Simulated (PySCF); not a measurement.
**Assigning NMR signals**

Geometry (Å), atoms numbered from 1 in this order:
```xyz
21

C    -3.509    0.138    0.448
N    -2.329   -0.684    0.561
Si   -0.972   -0.495   -0.494
C    -0.246    1.247   -0.547
C     0.982    1.573   -0.151
Si    2.206    0.340    0.563
N     3.624    0.409   -0.425
C     1.551   -1.417    0.455
C     0.314   -1.733    0.087
H    -4.369   -0.373    0.885
H    -3.398    1.112    0.940
H    -3.709    0.313   -0.607
H    -2.151   -0.948    1.518
H    -1.480   -0.830   -1.839
H    -0.896    2.029   -0.934
H     1.302    2.609   -0.221
H     2.431    0.676    1.992
H     4.034    1.309   -0.619
H     4.353   -0.269   -0.271
H     2.233   -2.212    0.742
H     0.020   -2.778    0.070
```

PySCF 2.14 calculation with σ from GIAO-PBE0/pcSseg-1 and geometry from GFN2-xTB; no solvent model, non-relativistic, one computed conformer, one averaged value for each set of equivalent atoms.

δ = σ(ref) − σ, references computed at the same level: $^{13}$C (186.93 ppm), $^{1}$H (31.72 ppm) vs TMS.

**Question.** Assign these signals to the numbered atoms. $^{13}$C{$^{1}$H} NMR (computed): δ 156.0 (CH), 154.2 (CH), 31.8 (CH3).

**Answer.** 
| δ (ppm) | atoms | environment | reason |
| --- | --- | --- | --- |
| 156.0 | C5/C8 | alkene CH | the olefinic region |
| 154.2 | C4/C9 | alkene CH | – |
| 31.8 | C1 | methyl carbon bonded to N | the inductive effect lowers its shielding |

C5/C8 and C4/C9 lie closer than the usual error of such a calculation, so a measured spectrum could show them in the other order.

**Question.** Assign these signals to the numbered atoms. $^{1}$H NMR (400 MHz, computed): δ 7.38 (m, 2H), 7.33 (m, 2H), 5.27 (m, 1H), 5.01 (m, 1H), 2.86 (s, 3H), 0.17 (br s, 2H), -0.09 (br s, 1H).

**Answer.** 
```tsv
δ (ppm)	atoms	environment	reason
7.38	H15/H21	hydrogen on an alkene CH	attached to an sp2 carbon and in the plane of the double bond
7.33	H16/H20	hydrogen on an alkene CH	–
5.27	H17	hydrogen on a silicon bonded to 2 C, N, in a 6-membered ring	–
5.01	H14	hydrogen on a silicon bonded to 2 C, N, in a 6-membered ring	–
2.86	H10/H11/H12	hydrogen on a methyl carbon bonded to N	its carbon carries N, which withdraws density
0.17	H18/H19	hydrogen on a nitrogen bonded to Si	exchangeable, gas-phase position
-0.09	H13	hydrogen on a nitrogen bonded to C, Si	exchangeable; this is the value without hydrogen bonding to other molecules
```

H15/H21 and H16/H20 lie closer than the usual error of such a calculation, so a measured spectrum could show them in the other order.

The OH or NH signal is concentration- and solvent-dependent in practice; the value given is the gas-phase one. Shifts are as computed. Against solution values, carbons near 30 ppm lie about +3 ppm off and those near 130 ppm about +5 ppm. Of 1211 compounds with measured shifts, 218 miss one by over three times the rms of a fit or turn the order of signals round; such compounds aren't used in these exercises. No couplings were computed; multiplicities are counted from neighbouring protons, with m where these are inequivalent, close in shift, in a saturated or five-membered ring or joined by F or P, and br s for small geminal =CH2 splittings.
